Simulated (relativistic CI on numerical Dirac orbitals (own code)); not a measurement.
What each ingredient does to the levels of Ge14+

Base calculation: Dirac-Coulomb-Breit CI, separate exchange-only KLI orbitals for each configuration, model QED, unscaled Slater integrals.

Configurations in the expansion (outside the closed core [Ne]): 3s2 3p6, 3s2 3p5 3d, 3s 3p6 3d, 3s2 3p5 4s, 3s2 3p5 4p, 3s2 3p5 4d, 3s 3p6 4s, 3s2 3p5 4f, 3s 3p6 4p, 3p6 3d 4p, 3s 3p6 4d, 3s2 3p5 5s, 3s2 3p5 5p, 3s 3p6 4f, 3s2 3p5 5d, 3s2 3p5 5f, 3s2 3p5 5g, 3s 3p6 5s, 3s2 3p5 6s, 3s2 3p5 6p, 3s 3p6 5p, 3s2 3p5 6d, 3s 3p6 5d, 3p6 3d2, 3p5 3d3, 3p5 3d2 4s, 3p5 3d2 4p, 3p5 3d2 4d, 3p6 3d 4s, 3p5 3d 4s2, 3p5 3d 4s 4p, 3p5 3d 4s 4d. Double excitations out of closed p, d and f shells are left out; levels of such configurations are missing from the list, as are those of other unlisted configurations, and high levels can miss mixing partners. These lack a partner that the ground configuration has and come out too high: 3s2 3p5 4f, 3s2 3p5 5s, 3s2 3p5 5p, 3s2 3p5 5d, 3s2 3p5 5f.

Variants: (1) valence Slater integrals scaled by 0.9; (2) configuration mixing switched off. Shifts of the energy above 3s2 3p6 1S_0, in cm⁻¹, for the lowest level and the first level of each name with at least 55 % of one term (blank where a level changes its place among those of its configuration and J or its character, or is not in the variant):

| Level | Base | Δ(1) | Δ(2) |
| --- | --- | --- | --- |
| 3s2 3p6 1S_0 | 0 | 0 | 0 |
| 3s2 3p5 3d 3P°_0 | 586363 | +5549 | -218 |
| 3s2 3p5 3d 3P°_1 | 593736 | +5323 | -215 |
| 3s2 3p5 3d 3P°_2 | 609202 | +4823 | -209 |
| 3s2 3p5 3d 3F°_4 | 619022 | +3035 | +428 |
| 3s2 3p5 3d 3F°_3 | 624262 | +2355 | +322 |
| 3s2 3p5 3d 3F°_2 | 636910 | +1847 | +218 |
| 3s2 3p5 3d 3D°_3 | 666820 | -1812 | -338 |
| 3s2 3p5 3d 3D°_1 | 683109 | -1691 | -401 |
| 3s2 3p5 3d 3D°_2 | 696031 | -1105 | -384 |
| 3s2 3p5 3d 1P°_1 | 880667 | -21493 | +62 |
| 3s 3p6 3d 3D_1 | 1163625 | +1796 | +1225 |
| 3s 3p6 3d 3D_2 | 1166511 | +1770 | +1223 |
| 3s 3p6 3d 3D_3 | 1171537 | +1798 | +1219 |

At this charge energies of transitions that change n are usually good to better than 1 %, and those within a shell (Δn = 0) to a few per cent.

Ionisation energy from the two ground configurations alone: base 526.736 eV. The NIST ASD value (semi-empirical) is 527.9 eV.

LS names give the leading component of a level, which can be under half, so a name can repeat, a term be missing and a line seem to break the LS rules.
